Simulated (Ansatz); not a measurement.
V₄O₃, relaxed as a singlet with RKS PBE-D4/def2-SVP in Ansatz, starting from the GFN1-xTB geometry. Force threshold 0.02 eV/Å.

The relaxation made no stability test and no search for a lower SCF solution. No other spin state of charge 0 was run. The structure comes from a short search, and lower isomers may exist.

Start:

Cartesian coordinates in Å:
```
V -1.416 1.253 2.247
V -0.373 -2.700 1.069
V 0.353 1.724 -0.566
V 0.744 -0.831 -1.481
O -0.501 1.720 0.880
O 0.974 0.790 -1.799
O 0.219 -1.955 -0.350
```

(1) Estimate the energy that the relaxation releases and the steps that it takes.

(2) Does the start keep its bonding?

(3) Predict the relaxed structure.

## Answers

(1) 773.8 kJ/mol, in 26 steps; 1.8 min on 4 threads of Arm Neoverse V2 on a shared host. No frequencies were taken in this run, so the end may be a saddle point.

(2) Bonds formed: V1–V2 (atoms count from 1). The end is the same structure that another start reached.

(3) 
Cartesian coordinates in Å:
```
V -0.9075 0.0579 2.0852
V -0.5870 -1.5592 1.5489
V 0.0426 1.4074 -0.9275
V 0.4189 -0.4918 -1.5575
O -0.5537 1.1674 0.6852
O 1.6217 0.8689 -1.6514
O -0.0350 -1.4505 -0.1830
```
Bond lengths (bridged metal pairs left out): 6 × O–V 1.74 to 1.82 Å; 1 × V–V 1.73 Å.
